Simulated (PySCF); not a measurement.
Isomers of C5H9OP, one conformer each. Method used: core-valence-separated Tamm–Dancoff BHandHLYP/aug-pcX-1 (pcseg-1 on H, def2-SVPD on P) in PySCF, non-relativistic, gas phase, PBE0-D3(BJ)/def2-SVP geometry. The energies are unshifted.

P. `C=C[P@@H](=O)/C=C\C`
Q. `C/C=C/P=C\OC`
R. `C=C[C@@H]1CC[P@H]1=O`

Main lines, eV (oscillator strength):
1. C K: 282.5 (0.059), 282.8 (0.063), 285.8 (0.012), 285.9 (0.011), 285.9 (0.013); O K: 531.2 (0.025), 531.6 (0.025), 532.4 (0.019), 533.0 (0.010)
2. C K: 282.5 (0.062), 282.7 (0.052), 283.4 (0.069), 285.0 (0.011), 285.5 (0.008); O K: 532.5 (0.015), 534.3 (0.015), 534.8 (0.008), 535.5 (0.014), 535.8 (0.012)
3. C K: 282.1 (0.064), 282.5 (0.041), 282.5 (0.055), 282.5 (0.074), 285.7 (0.008); O K: 530.8 (0.022), 531.2 (0.009), 531.7 (0.008), 532.6 (0.007), 533.0 (0.007)
Listed: the first five lines at most of each edge with a tenth or more of its strongest line's intensity; roots within 0.03 eV on the same or equivalent atoms are summed. Only the lowest roots were sought, and the top ones are left out.

Task: Which spectrum belongs to which isomer?

Result: 1 = R, 2 = Q, 3 = P.
- P: first C line listed at 282.1 eV, hole on the terminal =CH2 carbon (1s→π*); first O line listed at 530.8 eV, hole on the phosphoryl oxygen.
- Q: first C line listed at 282.5 eV, hole on the alkene CH carbon (1s→π*); first O line listed at 532.5 eV, hole on the ether oxygen.
- R: first C line listed at 282.5 eV, hole on the terminal =CH2 carbon (1s→π*); first O line listed at 531.2 eV, hole on the phosphoryl oxygen.

Task: What are the ground-state energies of the isomers at BHandHLYP/aug-pcX-1 (pcseg-1 on H, def2-SVPD on P), relative to the lowest?

Result: P 12.1, Q 90.1, R 0.0 kJ/mol (electronic energies on these geometries, no dispersion or zero-point terms).
